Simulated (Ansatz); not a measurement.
An input meant for Hg₅Te₅H₁₈ (charge 0, singlet; atoms displaced at random, 0.08 Å in each coordinate).

```yaml
crystal:
  periodic: [false, false, false]
  atoms:
    - {symbol: Hg, position_ang: [-2.847260, -0.183037, 3.760773]}
    - {symbol: Hg, position_ang: [-3.851374, 4.519147, -2.397327]}
    - {symbol: Hg, position_ang: [-0.795779, -3.428639, 3.010209]}
    - {symbol: Hg, position_ang: [4.582873, -3.700091, -2.318387]}
    - {symbol: Hg, position_ang: [1.489801, 1.434598, 0.488034]}
    - {symbol: Te, position_ang: [-0.414000, -0.548457, 1.099742]}
    - {symbol: Te, position_ang: [-0.429859, 2.839530, -2.023086]}
    - {symbol: Te, position_ang: [-2.979288, 2.104822, 0.644900]}
    - {symbol: Te, position_ang: [2.881577, -0.462496, -1.932035]}
    - {symbol: Te, position_ang: [2.308574, -3.001180, 0.802782]}
    - {symbol: H, position_ang: [-3.849926, -1.582991, 3.024739]}
    - {symbol: H, position_ang: [-2.152960, 0.921650, 4.375838]}
    - {symbol: H, position_ang: [-4.408402, 3.024566, -2.741518]}
    - {symbol: H, position_ang: [-3.083639, 5.876762, -1.881504]}
    - {symbol: H, position_ang: [-1.276656, -4.517962, 1.779426]}
    - {symbol: H, position_ang: [-0.228642, -2.318538, 4.244716]}
    - {symbol: H, position_ang: [3.124202, -4.203178, -2.678928]}
    - {symbol: H, position_ang: [5.894806, -3.073128, -1.745791]}
    - {symbol: H, position_ang: [2.635959, 2.556887, 0.457048]}
    - {symbol: D, position_ang: [-0.832439, -0.698014, -0.633317]}
    - {symbol: H, position_ang: [-1.000359, 1.352167, -2.465170]}
    - {symbol: H, position_ang: [0.864064, 2.714382, -3.206630]}
    - {symbol: H, position_ang: [-4.080135, 3.509185, 0.772289]}
    - {symbol: H, position_ang: [-1.999552, 2.903524, 1.940516]}
    - {symbol: H, position_ang: [1.459544, -1.133627, -2.354704]}
    - {symbol: H, position_ang: [2.781705, 0.616752, -3.415649]}
    - {symbol: H, position_ang: [3.641836, -4.029324, 0.906892]}
    - {symbol: H, position_ang: [3.047198, -1.966312, 1.766323]}
basis:
  gaussian: {orbitals: def2-mTZVP, fitting: {mean_field: def2-universal-jkfit}}
hamiltonian: {xc: {name: B2PLYP}}
scf: {omitted_lower_state_checks: [starts]}
output: {forces: true}
```

```sh
$ ansatz run in.yaml --threads 2 --pin off --events-out ev --progress --plain --max-ram 32768MiB --backend cuda --devices 0, --max-vram 18GiB
```

Shortened log:

```
Error: YAML parse error: error: line 23 column 16: `D` is not an element symbol (H … Og, case-exact)
21 |     - {symbol: H, position_ang: [5.894806, -3.073128, -1.745791]}
22 |     - {symbol: H, position_ang: [2.635959, 2.556887, 0.457048]}
23 |     - {symbol: D, position_ang: [-0.832439, -0.698014, -0.633317]}
24 |     - {symbol: H, position_ang: [-1.000359, 1.352167, -2.465170]}
25 |     - {symbol: H, position_ang: [0.864064, 2.714382, -3.206630]}
```

In this input an element symbol is wrong. The input was rejected before any iteration.
